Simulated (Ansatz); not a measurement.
Ansatz (a quantum-chemistry and plane-wave program) input for BGeH₆NO₂, SMILES OB(O)[NH][GeH3], PBE-D3(BJ)/def2-SVP. 

Ansatz 0.2 input:
```yaml
crystal:
  periodic: [false, false, false]
  atoms:
    - {symbol: Ge, position_ang: [-0.00321191, -1.35046111, 0.00000000]}
    - {symbol: N, position_ang: [0.77994193, 0.31964075, 0.00000000]}
    - {symbol: B, position_ang: [0.01788802, 1.51982798, 0.00000000]}
    - {symbol: O, position_ang: [-1.34619167, 1.38981175, -0.00000000]}
    - {symbol: O, position_ang: [0.54584810, 2.78857168, 0.00000000]}
    - {symbol: H, position_ang: [-0.86194085, -1.54905849, 1.25993017]}
    - {symbol: H, position_ang: [-0.86194084, -1.54905849, -1.25993017]}
    - {symbol: H, position_ang: [1.16707675, -2.35408202, 0.00000000]}
    - {symbol: H, position_ang: [1.79096238, 0.34761769, 0.00000000]}
    - {symbol: H, position_ang: [-1.78300575, 2.24591875, -0.00000000]}
    - {symbol: H, position_ang: [1.50534429, 2.80972552, 0.00000000]}
basis:
  gaussian:
    orbitals: def2-SVP
hamiltonian:
  xc: pbe
  dispersion: d3bj
relax: {f_tol: 0.002, max_steps: 200}
```

Program output:

```
WARN ansatz: RAYON_NUM_THREADS=1 ignored (pool sized by the plan → 1); use --threads N
Functional definition: PBE
integrals: 0.06 GiB planned
1311 factors; their error is unknown
mean field: 0.35 GiB planned
mean field evaluation 1: about -62838.5822 eV, gradient 8.8e1 eV
mean field evaluation 2: about -62795.0131 eV, gradient 1.6e2 eV
mean field evaluation 4: about -62852.0639 eV, gradient 1.5e1 eV
mean field evaluation 8: about -62852.5227 eV, gradient 1.4e-1 eV
mean field evaluation 16: about -62852.4637 eV, gradient 2.7e-4 eV
mean field -62852.46368419 eV, -2309.7854374639 hartree, gradient 8.2e-5 eV, S^2 0.000000; 0 other end points of the search recorded, 0 dependent functions left out
the calculation of the forces begins
reference -62852.46372290 eV, -2309.7854388865 hartree; 33, 33 occupied and 85, 85 virtual orbitals, 1311 factors
relax step   1: F+E_penalty+E_count = -62852.66929058 eV  Δ(F+E_penalty+E_count) = +0.000e0 eV  max|allowed force component| = 5.687e-1 eV/Å  Δτ_max = 0.0000 Å  (30 SCF iters, accepted)
these checks for a lower state are left out or cut short: starts, cluster_reference, orbital_swaps, neighbouring_geometries, increment
integrals: 0.06 GiB planned
1311 factors; their error is unknown
mean field: 0.35 GiB planned
mean field -62852.48456565 eV, -2309.7862048433 hartree, gradient 9.9e-6 eV, S^2 0.000000; 0 other end points of the search recorded, 0 dependent functions left out
the calculation of the forces begins
reference -62852.48460450 eV, -2309.7862062710 hartree; 33, 33 occupied and 85, 85 virtual orbitals, 1311 factors
relax step   2: F+E_penalty+E_count = -62852.68908701 eV  Δ(F+E_penalty+E_count) = -1.980e-2 eV  max|allowed force component| = 2.007e-1 eV/Å  Δτ_max = 0.0175 Å  (32 SCF iters, accepted)
these checks for a lower state are left out or cut short: starts, cluster_reference, orbital_swaps, neighbouring_geometries, increment
integrals: 0.06 GiB planned
1311 factors; their error is unknown
mean field: 0.35 GiB planned
mean field evaluation 32: about -62852.4872 eV, gradient 4.9e-4 eV
mean field -62852.48722870 eV, -2309.7863027086 hartree, gradient 1.0e-5 eV, S^2 0.000000; 0 other end points of the search recorded, 0 dependent functions left out
the calculation of the forces begins
reference -62852.48726760 eV, -2309.7863041382 hartree; 33, 33 occupied and 85, 85 virtual orbitals, 1311 factors
relax step   3: F+E_penalty+E_count = -62852.69129992 eV  Δ(F+E_penalty+E_count) = -2.213e-3 eV  max|allowed force component| = 3.918e-2 eV/Å  Δτ_max = 0.0072 Å  (32 SCF iters, accepted)
these checks for a lower state are left out or cut short: starts, cluster_reference, orbital_swaps, neighbouring_geometries, increment
integrals: 0.06 GiB planned
1311 factors; their error is unknown
mean field: 0.35 GiB planned
mean field -62852.48737711 eV, -2309.7863081625 hartree, gradient 8.2e-6 eV, S^2 0.000000; 0 other end points of the search recorded, 0 dependent functions left out
the calculation of the forces begins
reference -62852.48741601 eV, -2309.7863095921 hartree; 33, 33 occupied and 85, 85 virtual orbitals, 1311 factors
relax step   4: F+E_penalty+E_count = -62852.69143871 eV  Δ(F+E_penalty+E_count) = -1.388e-4 eV  max|allowed force component| = 1.814e-2 eV/Å  Δτ_max = 0.0019 Å  (25 SCF iters, accepted)
these checks for a lower state are left out or cut short: starts, cluster_reference, orbital_swaps, neighbouring_geometries, increment
integrals: 0.06 GiB planned
1311 factors; their error is unknown
mean field: 0.35 GiB planned
mean field -62852.48741659 eV, -2309.7863096136 hartree, gradient 2.3e-5 eV, S^2 0.000000; 0 other end points of the search recorded, 0 dependent functions left out
the calculation of the forces begins
reference -62852.48745548 eV, -2309.7863110429 hartree; 33, 33 occupied and 85, 85 virtual orbitals, 1311 factors
relax step   5: F+E_penalty+E_count = -62852.69153094 eV  Δ(F+E_penalty+E_count) = -9.223e-5 eV  max|allowed force component| = 5.694e-3 eV/Å  Δτ_max = 0.0042 Å  (24 SCF iters, accepted)
these checks for a lower state are left out or cut short: starts, cluster_reference, orbital_swaps, neighbouring_geometries, increment
integrals: 0.06 GiB planned
1311 factors; their error is unknown
mean field: 0.35 GiB planned
mean field -62852.48741012 eV, -2309.7863093757 hartree, gradient 4.7e-5 eV, S^2 0.000000; 0 other end points of the search recorded, 0 dependent functions left out
the calculation of the forces begins
reference -62852.48744901 eV, -2309.7863108049 hartree; 33, 33 occupied and 85, 85 virtual orbitals, 1311 factors
relax step   6: F+E_penalty+E_count = -62852.69153383 eV  Δ(F+E_penalty+E_count) = -2.893e-6 eV  max|allowed force component| = 2.775e-3 eV/Å  Δτ_max = 0.0014 Å  (21 SCF iters, accepted)
these checks for a lower state are left out or cut short: starts, cluster_reference, orbital_swaps, neighbouring_geometries, increment
integrals: 0.06 GiB planned
1311 factors; their error is unknown
mean field: 0.35 GiB planned
mean field -62852.48741777 eV, -2309.7863096571 hartree, gradient 2.8e-5 eV, S^2 0.000000; 0 other end points of the search recorded, 0 dependent functions left out
the calculation of the forces begins
reference -62852.48745667 eV, -2309.7863110863 hartree; 33, 33 occupied and 85, 85 virtual orbitals, 1311 factors
relax step   7: F+E_penalty+E_count = -62852.69153622 eV  Δ(F+E_penalty+E_count) = -2.389e-6 eV  max|allowed force component| = 8.571e-4 eV/Å  Δτ_max = 0.0007 Å  (20 SCF iters, accepted)
integrals: 0.06 GiB planned
1311 factors; their error is unknown
mean field: 0.35 GiB planned
mean field evaluation 64: about -62851.7823 eV, gradient 1.6e1 eV
mean field -62852.48741777 eV, -2309.7863096571 hartree, gradient 2.8e-5 eV, S^2 0.000000; 1 other end points of the search recorded, 0 dependent functions left out
the calculation of the forces begins
reference -62852.48745667 eV, -2309.7863110863 hartree; 33, 33 occupied and 85, 85 virtual orbitals, 1311 factors
Total energy: -62852.69157511 eV, -2309.7938123009 hartree
Atom 0 at    -0.003532    -1.365285     0.000000 Å, force    -0.000060     0.000586     0.000000 eV/Å
Atom 1 at     0.782389     0.321257     0.000000 Å, force     0.000186    -0.000223    -0.000000 eV/Å
Atom 2 at     0.016014     1.529164    -0.000000 Å, force     0.000664     0.000166    -0.000000 eV/Å
Atom 3 at    -1.359497     1.395417    -0.000000 Å, force    -0.000857    -0.000058    -0.000000 eV/Å
Atom 4 at     0.546032     2.810003    -0.000000 Å, force     0.000111     0.000144    -0.000000 eV/Å
Atom 5 at    -0.869610    -1.566366     1.269554 Å, force     0.000002    -0.000154     0.000083 eV/Å
Atom 6 at    -0.869610    -1.566366    -1.269554 Å, force     0.000002    -0.000154    -0.000083 eV/Å
Atom 7 at     1.180798    -2.370164    -0.000000 Å, force    -0.000017    -0.000160    -0.000000 eV/Å
Atom 8 at     1.802034     0.343982    -0.000000 Å, force    -0.000445     0.000068    -0.000000 eV/Å
Atom 9 at    -1.791316     2.266405     0.000000 Å, force     0.000415    -0.000371     0.000000 eV/Å
Atom 10 at     1.517068     2.820405     0.000000 Å, force    -0.000003     0.000156     0.000000 eV/Å
Dipole moment:     0.375053     0.125434     0.000000 e Å
```

Self-consistency was reached.

Cost: very roughly 30 core-seconds.
